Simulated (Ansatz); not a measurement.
Basis sets compared for (HBe-mu-F)2 (Be2H2F2). Charge 0, multiplicity 1. Geometry PBE-D4/def2-TZVP. Ansatz on 4 threads of Arm Neoverse V2 on a shared host; times are rough, and most runs start from earlier orbitals.

```xyz
6

Be   -0.1466   -1.0544    0.3124
H    -0.3228   -2.3264    0.6897
F     0.7011   -0.3375   -0.8102
Be    0.1461    1.0543   -0.3127
H     0.3230    2.3265   -0.6896
F    -0.7009    0.3375    0.8105
```

B3LYP takes the VWN-RPA correlation.

Binding counts from free atoms (Be singlet, H doublet, F doublet) in the same basis, without a counterpoise term.

| level | functions | energy (Eh) | HOMO (eV) | LUMO (eV) | binding per atom (eV) | wall time |
| --- | --- | --- | --- | --- | --- | --- |
| HF/STO-3G | 22 | -226.3636 | -11.07 | 6.54 | 3.42 | 0.1 s |
| HF/6-31G | 40 | -229.4584 | -12.48 | 2.81 | 2.75 | 0.1 s |
| PBE-D4/def2-SVP | 56 | -230.0970 | -7.58 | -1.21 | 3.61 | 0.3 s |
| PBE-D4/def2-TZVP | 112 | -230.3792 | -7.60 | -1.18 | 3.56 | 0.4 s |
| r2SCAN-D4/def2-TZVP | 112 | -230.5404 | -7.93 | -0.67 | 3.58 | 0.95 s |
| B3LYP-D4/6-31G | 40 | -230.5431 | -8.78 | -0.40 | 3.53 | 0.25 s |
| B3LYP-D4/def2-TZVP | 112 | -230.6722 | -8.79 | -0.61 | 3.55 | 0.55 s |
| PBE0-D4/def2-SVP | 56 | -230.1128 | -8.98 | -0.38 | 3.52 | 0.35 s |
| PBE0-D4/def2-TZVP | 112 | -230.3943 | -8.98 | -0.35 | 3.49 | 0.65 s |

Problem. Estimate the rows for PBE-D4/def2-TZVPD, r2SCAN-D4/def2-TZVPD, PBE0-D4/def2-TZVPD.

Solution. 
```tsv
level	functions	energy (Eh)	HOMO (eV)	LUMO (eV)	binding per atom (eV)	wall time
PBE-D4/def2-TZVPD	142	-230.3838	-7.59	-1.27	3.57	0.8 s
r2SCAN-D4/def2-TZVPD	142	-230.5448	-7.91	-0.72	3.59	1.4 s
PBE0-D4/def2-TZVPD	142	-230.3987	-8.97	-0.52	3.50	0.85 s
```
